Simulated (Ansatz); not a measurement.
Two isomers of H5O2PSi: A = `O[SiH2]PO`, B = `O[SiH2]OP`.

Gas-phase electronic energies from Ansatz, PBE0-D4/def2-TZVP geometries. CBS: MP2 limit from def2 TZ/QZ plus the TZ coupled-cluster correction, frozen cores. DFT in def2-TZVPP. B3LYP here is the variant with VWN-RPA as its local correlation; programs differ in this. Each species was taken in one conformer, which may not be the lowest.

Question: Which isomer does CCSD(T)/CBS put lower? Give the gap. (Best estimate.)

Answer: Ansatz gave: B, by 25.2 kcal/mol.

Question: Give E(B) − E(A) in kcal/mol with CCSD/def2-TZVPP, BLYP-D4, PBE-D4, CCSD(T)/def2-TZVPP, r2SCAN-D4, LDA (SPW92), B3LYP. (Best estimate.)

Answer: Computed: CCSD/def2-TZVPP -26.7, BLYP-D4 -23.4, PBE-D4 -19.7, CCSD(T)/def2-TZVPP -25.9, r2SCAN-D4 -23.7, LDA (SPW92) -20.5, B3LYP -25.2. None reverses the order clearly.

Question: Does the order hold for the free energy at 298.15 K (harmonic terms from PBE0-D4)? (Estimate.)

Answer: Computed: Yes: G(B) − G(A) = -26.3 kcal/mol, for one conformer each. Modes under 60 cm⁻¹, often nearly free rotors, make the harmonic entropy too high.

Largest T1 diagnostic: 0.013.

From PBE to PBE0 (25 % exact exchange), in def2-TZVPP and without D4, E(B) − E(A) moves by −2.0 kcal/mol. In def2-TZVPP, CCSD(T) changes the Hartree–Fock value by +5.2 kcal/mol (the triples alone add +0.8 kcal/mol) and MP2 by +4.4 kcal/mol.
